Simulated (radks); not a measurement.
The mean radii <r> (bohr) of the occupied orbitals of an atom or ion are listed with their occupations. Method: scalar-relativistic Kohn-Sham, LDA (Slater exchange, Perdew-Wang correlation), spin-polarised, spherical densities, finite nucleus; Fermi nuclear charge, rms radius of each element as measured or else 0.836 A^(1/3) + 0.57 fm; computed with a radial shooting solver on a logarithmic mesh with Libxc functionals.

| orbital | occ. | <r> |
|---|---|---|
| 1s up | 1 | 0.01968 |
| 1s down | 1 | 0.01968 |
| 2s up | 1 | 0.08340 |
| 2s down | 1 | 0.08340 |
| 2p up | 3 | 0.07417 |
| 2p down | 3 | 0.07417 |
| 3s up | 1 | 0.2170 |
| 3s down | 1 | 0.2169 |
| 3p up | 3 | 0.2165 |
| 3p down | 3 | 0.2163 |
| 3d up | 5 | 0.1963 |
| 3d down | 5 | 0.1961 |
| 4s up | 1 | 0.4839 |
| 4s down | 1 | 0.4839 |
| 4p up | 3 | 0.5115 |
| 4p down | 3 | 0.5113 |
| 4d up | 5 | 0.5442 |
| 4d down | 5 | 0.5435 |
| 5s up | 1 | 1.040 |
| 4f up | 7 | 0.6031 |
| 4f down | 2 | 0.6009 |
| 5p up | 3 | 1.135 |

Name the element and its charge. Open shells, if any, are filled with parallel spins first.

Answer. Z = 70, ytterbium, charge +11: Yb11+ in [Kr] 4d10 4f9 5s1 5p3. The 1s radius gives Z: for a bare nucleus <r> = (2 gamma + 1)/(2Z) with gamma = sqrt(1 - (Z/c)^2), 0.01942 bohr for Z = 70, and screening makes it slightly larger (0.01968 here). The occupations add up to 59, and the charge is Z minus that.
